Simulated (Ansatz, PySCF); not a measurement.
C3H8OSi2, SMILES C1=CO[C@@H]([SiH2]1)[SiH3]. Atoms are numbered in the order given.

```xyz
14

Si     2.0682     0.2828    -0.2732
C      0.3461    -0.4677    -0.5452
O      0.0499    -1.2946     0.6257
C     -1.0665    -0.9211     1.2846
C     -1.8491     0.0965     0.8684
Si    -1.1003     0.7998    -0.6719
H      2.4270     1.0961    -1.4729
H      2.0260     1.1632     0.9277
H      3.0902    -0.7831    -0.0728
H      0.3681    -1.1410    -1.4182
H     -1.2340    -1.5432     2.1702
H     -2.7480     0.3648     1.4233
H     -0.6293     2.2158    -0.5935
H     -1.8947     0.6701    -1.9303
```
Charge 0, spin multiplicity 1.

Geometry optimised at B3LYP-D3(BJ)/def2-SVP. The structure was generated by enumeration; whether it is a known compound was not checked. Other conformers were not sampled.

Two levels are set side by side: PBE-D3(BJ)/def2-SVP (Ansatz, a program for electronic structure) and B3LYP-D3(BJ)/def2-SVP (Ansatz). Each level has its own optimised geometry; the coordinates shown are those of the second. Frequencies come from the Hessian of PySCF at each geometry. Differences are taken from unrounded values.

```csv
quantity,B3LYP-D3(BJ),PBE-D3(BJ),PBE-D3(BJ) minus B3LYP-D3(BJ)
mean bond length (Å),1.471,1.480,0.009
bond Si1–C2 (Å),1.898,1.906,0.008
bond C2–O3 (Å),1.464,1.468,0.005
bond C2–Si6 (Å),1.927,1.935,0.007
bond O3–C4 (Å),1.349,1.354,0.005
bond C4–C5 (Å),1.349,1.359,0.010
bond C5–Si6 (Å),1.851,1.856,0.004
bond Si1–H7 (Å),1.493,1.506,0.013
bond Si1–H8 (Å),1.490,1.503,0.013
bond Si1–H9 (Å),1.490,1.504,0.013
bond C2–H10 (Å),1.103,1.111,0.008
bond C4–H11 (Å),1.095,1.104,0.008
bond C5–H12 (Å),1.090,1.098,0.008
bond Si6–H13 (Å),1.494,1.509,0.014
bond Si6–H14 (Å),1.494,1.508,0.014
highest harmonic wavenumber (cm⁻¹),3229,3172,-57
mean harmonic wavenumber (cm⁻¹),1176,1140,-37
zero-point energy (kcal/mol),60.54,58.66,-1.88
```

GGA bonds tend to be longer and softer than those of functionals with exact exchange. Differences between two approximate levels are no errors against the true value.
